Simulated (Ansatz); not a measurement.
`CCC(=O)CC(C)=O`. Charge 0, multiplicity 1. The structure was optimised at the PBE0-D4/def2-TZVP level. It is one conformer, not always the lowest.

```xyz
18

C    -2.234   -0.292   -0.210
C    -1.253   -1.005   -1.139
C     0.143   -0.466   -0.986
O     0.696    0.161   -1.855
C     0.832   -0.720    0.351
C     0.934    0.571    1.153
C     1.997    1.534    0.725
O     0.182    0.783    2.070
H    -3.230   -0.725   -0.313
H    -1.936   -0.369    0.837
H    -2.300    0.769   -0.459
H    -1.543   -0.886   -2.184
H    -1.237   -2.075   -0.904
H     0.289   -1.452    0.948
H     1.836   -1.088    0.123
H     1.967    1.665   -0.360
H     1.877    2.484    1.241
H     2.978    1.110    0.963
```

What is the dipole moment at B3LYP/def2-TZVPP? (Best estimate.)

The calculation gave: 1.77 D, with components (0.23, -1.75, -0.21) D in this frame, pointing from negative to positive charge.

And with PBE, r2SCAN, ωB97M-V? (Best estimate.)

Ansatz gave: PBE 1.66 D, r2SCAN 1.72 D, ωB97M-V 1.78 D.

Give the Mulliken charges with B3LYP, ωB97M-V, r2SCAN in def2-TZVPP. (Estimate.)

Computed: 
| atom | B3LYP | ωB97M-V | r2SCAN |
| --- | --- | --- | --- |
| C1 | -0.26 | -0.32 | -0.16 |
| C2 | -0.08 | -0.15 | 0.01 |
| C3 | 0.16 | 0.20 | 0.19 |
| O4 | -0.29 | -0.29 | -0.32 |
| C5 | -0.10 | -0.21 | -0.04 |
| C6 | 0.17 | 0.19 | 0.20 |
| C7 | -0.24 | -0.28 | -0.16 |
| O8 | -0.28 | -0.28 | -0.31 |
| H9 | 0.09 | 0.11 | 0.05 |
| H10 | 0.09 | 0.12 | 0.06 |
| H11 | 0.09 | 0.12 | 0.06 |
| H12 | 0.08 | 0.10 | 0.04 |
| H13 | 0.07 | 0.10 | 0.03 |
| H14 | 0.09 | 0.12 | 0.06 |
| H15 | 0.10 | 0.13 | 0.07 |
| H16 | 0.12 | 0.13 | 0.09 |
| H17 | 0.10 | 0.11 | 0.07 |
| H18 | 0.09 | 0.11 | 0.06 |

B3LYP here is the variant with VWN-RPA as its local correlation; programs differ in this.
